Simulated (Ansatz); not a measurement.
Consider the hydrogenolysis of the Si–O bond: `NC[SiH](O)O` + H₂ → `NC[SiH2]O` + H₂O.

Calculated with Ansatz (gas phase, PBE0-D4/def2-TZVP geometries, no zero-point term in ΔE). CBS: MP2 limit from def2 TZ/QZ plus the TZ coupled-cluster correction, frozen cores. This one scheme is used for every species. Functionals use def2-TZVPP. B3LYP here is the variant with VWN-RPA as its local correlation; programs differ in this. Each species was taken in one conformer, which may not be the lowest.

```tsv
level	ΔE (kJ/mol)	difference from CCSD(T)/CBS
PBE-D4	88.8	-3.2
PBE0-D4	87.9	-4.1
B3LYP-D4	94.1	2.1
ωB97X-V	92.6	0.6
ωB97M-V	95.2	3.2
B2PLYP	93.2	1.2
PBE	85.5	-6.5
PBE0	85.0	-7.0
B3LYP	88.8	-3.2
MP2/def2-TZVPP	97.6	5.6
SCS-MP2/def2-TZVPP	94.1	2.1
CCSD/def2-TZVPP	89.7	-2.3
CCSD(T)/def2-TZVPP	92.4	0.4
HF/def2-QZVPP	85.2	-6.8
SCS-MP2/def2-QZVPP	94.0	2.0
MP2/CBS(def2)	97.2	5.2
CCSD(T)/CBS	92.0	0
```

Largest T1 diagnostic among the species: 0.011.

In def2-TZVPP, CCSD(T) changes the Hartree–Fock value by +7.3 kJ/mol (the triples alone add +2.6 kJ/mol) and MP2 by +12.6 kJ/mol. The D4 term adds +5.3 kJ/mol with B3LYP and +2.9 kJ/mol with PBE0; it sums over pairs of atoms, weighted by their polarisabilities, and B3LYP, whose exchange is more repulsive, gets the larger term.
